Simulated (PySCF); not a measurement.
Compound: CH7GeNSe.
SMILES: `C[Se][GeH2][NH2]`

Jobs on this species (11 atoms, 86 electrons) with PySCF (density fitting). Hardware of each: an Arm Neoverse V1 with one thread, on a shared host. Other jobs ran on the host; a repeat could differ by tens of per cent or more. Peak memory is the resident size of the whole Python process, interpreter and libraries included.

Problem. Rank these jobs by wall time, shortest first.
A. PBE0-D3(BJ)/def2-SVP, grid level 1; geometry optimisation from a GFN2-xTB start shaken at random; 127 basis functions
B. delta-SCF UKS B3LYP, pcX-2 on the ionised atom, pcseg-1 elsewhere, spin-free X2C; ΔSCF core ionisation, 2 holes; 148 basis functions
C. delta-SCF UKS PBE, pcX-2 on the ionised atom, pcseg-1 elsewhere, spin-free X2C; ΔSCF core ionisation, 2 holes; 148 basis functions

Solution. C (8.4 s), B (24 s), A (81 s).

All jobs:

```json
{"level and settings": "delta-SCF UKS PBE, pcX-2 on the ionised atom, pcseg-1 elsewhere, spin-free X2C", "work": "ΔSCF core ionisation, 2 holes", "basis functions": "148", "SCF cycles": "34", "wall time": "8.4 s", "peak memory": "0.43 GiB"}
{"level and settings": "delta-SCF UKS SCAN, pcX-1 on the ionised atom, pcseg-1 elsewhere, spin-free X2C", "work": "ΔSCF core ionisation, 2 holes", "basis functions": "127", "SCF cycles": "36", "wall time": "11 s", "peak memory": "0.41 GiB"}
{"level and settings": "delta-SCF UKS SCAN, def2-TZVP on the ionised atom, pcseg-1 elsewhere, spin-free X2C", "work": "ΔSCF core ionisation, 2 holes", "basis functions": "134", "SCF cycles": "36", "wall time": "12 s", "peak memory": "0.41 GiB"}
{"level and settings": "delta-SCF UKS SCAN, pcX-2 on the ionised atom, pcseg-1 elsewhere, spin-free X2C", "work": "ΔSCF core ionisation, 2 holes", "basis functions": "148", "SCF cycles": "36", "wall time": "13 s", "peak memory": "0.43 GiB"}
{"level and settings": "delta-SCF UKS SCAN, pcX-2 on the ionised atom, pcseg-1 elsewhere, non-relativistic", "work": "ΔSCF core ionisation, 2 holes", "basis functions": "148", "SCF cycles": "37", "wall time": "13 s", "peak memory": "0.45 GiB"}
{"level and settings": "delta-SCF UKS HF, pcX-2 on the ionised atom, pcseg-1 elsewhere, spin-free X2C", "work": "ΔSCF core ionisation, 2 holes", "basis functions": "148", "SCF cycles": "31", "wall time": "15 s", "peak memory": "0.58 GiB"}
{"level and settings": "delta-SCF UKS PBE0, pcX-2 on the ionised atom, pcseg-1 elsewhere, spin-free X2C", "work": "ΔSCF core ionisation, 2 holes", "basis functions": "148", "SCF cycles": "33", "wall time": "22 s", "peak memory": "0.58 GiB"}
{"level and settings": "delta-SCF UKS B3LYP, pcX-2 on the ionised atom, pcseg-1 elsewhere, spin-free X2C", "work": "ΔSCF core ionisation, 2 holes", "basis functions": "148", "SCF cycles": "34", "wall time": "24 s", "peak memory": "0.62 GiB"}
{"level and settings": "PBE0-D3(BJ)/def2-SVP, grid level 1", "work": "geometry optimisation from a GFN2-xTB start shaken at random", "basis functions": "127", "SCF cycles": "58", "wall time": "81 s", "peak memory": "0.52 GiB"}
```

Problem. What do all jobs in the table cost together?

Solution. About 3.3 min; the longest takes about 41 % of that, and about 9.6 times as long as the shortest.
